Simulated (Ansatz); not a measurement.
C$_{2}$H$_{6}$O$_{2}$Si$_{2}$, SMILES `O=C1C[SiH]1[SiH2]O` at its PBE0-D4/def2-TZVP geometry, where that method's forces vanish. Charge 0, multiplicity 1.

```xyz
12

O     0.3712    0.0599   -3.2140
C    -0.0901    0.0536   -2.1170
C    -1.1090    0.8094   -1.3352
Si   -0.4229   -0.7235   -0.4203
Si    1.0075   -0.3010    1.3599
O     0.1000   -0.1467    2.7303
H    -0.7634    1.7682   -0.9469
H    -2.1095    0.8646   -1.7615
H    -1.2956   -1.9235   -0.3907
H     1.7447    0.9549    1.0412
H     2.0074   -1.3971    1.4924
H     0.5597   -0.0188    3.5619
```

What forces (eV/Å) does B3LYP-D4/def2-TZVPP give on these atoms in Ansatz? (Best estimate.)

Computed: 
```
O1   0.120  0.021 -0.328
C2  -0.003 -0.079  0.188
C3  -0.162  0.205  0.030
Si4 -0.054 -0.191  0.069
Si5  0.200 -0.012 -0.141
O6  -0.036  0.013  0.106
H7  -0.041 -0.042 -0.035
H8   0.057  0.016  0.022
H9   0.051  0.068  0.007
H10 -0.042 -0.076  0.022
H11 -0.055  0.068 -0.003
H12 -0.033  0.008  0.063
```

B3LYP here is the variant with VWN-RPA as its local correlation; programs differ in this.
